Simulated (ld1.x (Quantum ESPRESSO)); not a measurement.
Scattering properties, PAW potential for Tb

```
Element                 : Tb (Z = 65)
Generator               : ld1.x (Quantum ESPRESSO) 7.5
Type                    : PAW
Functional              : PBE
Relativity              : fully relativistic
Frozen core             : [Kr] 4d10
Valence charge          : 19
Reference configuration : 4f9 5s2 5p6 5d0 6s1 6p0 (charge +1)
Partial waves           : 5s (bound): rcut 2.05, rcutus 2.30 bohr; 6s (bound): rcut 2.05, rcutus 2.30 bohr; 5p (bound): rcut 2.05, rcutus 2.35 bohr; 6p (bound, empty): rcut 2.05, rcutus 2.35 bohr; 5d (bound, empty): rcut 2.90, rcutus 3.85 bohr; 5d channel at -0.2 Ry: rcut 2.90, rcutus 3.85 bohr; 4f (bound): rcut 0.80, rcutus 1.10 bohr; 4f channel at 2 Ry: rcut 0.80, rcutus 1.10 bohr
Local potential         : all-electron potential smoothed inside 1.70 bohr (lloc = -1)
Core correction         : Bessel-smoothed model core, default radius (core density twice the valence density)
Augmentation charge     : BESSEL, radius 0.90 bohr
```

Open shells are filled in proportion to 2j + 1 (rel_dist='average').

The phase is arctan(r·u′/u) with u = r·R(r), unwrapped; energies in Ry, scanned from -6 to 5 Ry. A pole is an energy at which the radial function vanishes at the test radius. The pseudo phase is shifted by a multiple of π to meet the all-electron one at the reference energy, and phase errors are pseudo minus all-electron; the curves can meet again beyond the range given. Levels narrower than the energy grid can be missing from the lists of poles.

Problem. For each channel, where are the poles, and over which energies does the pseudopotential scatter like the atom?

Solution.

| channel | radius (bohr) | reference energy (Ry) | poles, all-electron | poles, pseudo | unbroken range about the reference energy with phases within 0.05 rad | phase error 1 Ry above the reference energy (rad) |
| --- | --- | --- | --- | --- | --- | --- |
| s | 4.19 | -0.64 | -0.07, 3.27 | -0.07, 3.29 | the whole range | +0.000 |
| p1/2 | 4.19 | -0.42 | -2.51, 0.50, 4.00 | -2.51, 0.50, 3.89 | below 1.8 | -0.001 |
| p3/2 | 4.19 | -0.39 | -2.19, 0.66, 4.26 | -2.19, 0.66, 4.26 | the whole range | -0.000 |
| d3/2 | 4.19 | -0.52 | -0.36, 1.92 | -0.36, 4.15 | -0.5 to 0.2 | +0.302 |
| d5/2 | 4.19 | -0.50 | -0.33, 1.96 | -0.33, 2.83 | -0.7 to 0.4 | +0.143 |
| f5/2 | 4.19 | -0.72 | -0.71, 1.29, 4.04 | -0.71, 1.29, 4.04 | the whole range | +0.000 |
| f7/2 | 4.19 | -0.66 | -0.66, 1.30, 4.05 | -0.66, 1.30, 4.06 | the whole range | +0.000 |

The ghost test of this file was not conclusive.

Phases in the d5/2 channel:

| E (Ry) | all-electron | pseudo |
| --- | --- | --- |
| -6.00 | 1.470 | 1.470 |
| -5.48 | 1.465 | 1.464 |
| -4.96 | 1.459 | 1.458 |
| -4.44 | 1.452 | 1.451 |
| -3.92 | 1.443 | 1.442 |
| -3.40 | 1.432 | 1.431 |
| -2.88 | 1.418 | 1.417 |
| -2.36 | 1.398 | 1.396 |
| -1.84 | 1.368 | 1.365 |
| -1.32 | 1.309 | 1.303 |
| -0.80 | 1.079 | 0.970 |
| -0.28 | -1.621 | -1.621 |
| 0.24 | -1.993 | -1.976 |
| 0.76 | -3.846 | -3.429 |
| 1.28 | -4.548 | -4.429 |
| 1.80 | -4.686 | -4.600 |
| 2.32 | -4.765 | -4.670 |
| 2.84 | -4.857 | -4.713 |
| 3.36 | -5.108 | -4.747 |
| 3.88 | -7.176 | -4.778 |
| 4.40 | -7.678 | -4.814 |
| 4.92 | -7.778 | -4.864 |
